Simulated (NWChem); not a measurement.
Molecule: SiH$_{2}$Cl$_{2}$; SMILES Cl[SiH2]Cl

Results from NWChem. Pople sets run with spherical d functions. All runs use the structure optimised with PBE0/def2-SVP. Computed dipoles belong to the equilibrium geometry; the measured one is vibrationally averaged.

Measured dipole moment: 1.13 D (NIST CCCBDB, as tabulated in the package chemicals).

### Question
Which of these levels lies farthest from the measured value, and how do the others fare: B3LYP/def2-SVPD; B3LYP/def2-TZVP; B3LYP/6-31+G*; B3LYP/def2-SVP; B3LYP/STO-3G; B3LYP/aug-cc-pVTZ; B3LYP/6-31G*; B3LYP/6-311++G**; B3LYP/3-21G?

### Answer
B3LYP/STO-3G.
```csv
level,dipole moment (D),computed − measured
B3LYP/STO-3G,2.63,+1.50
B3LYP/3-21G,2.32,+1.19
B3LYP/6-31G*,1.62,+0.49
B3LYP/6-31+G*,1.63,+0.50
B3LYP/def2-SVP,1.24,+0.11
B3LYP/def2-SVPD,1.32,+0.19
B3LYP/def2-TZVP,1.20,+0.07
B3LYP/6-311++G**,1.63,+0.50
B3LYP/aug-cc-pVTZ,1.28,+0.15
```
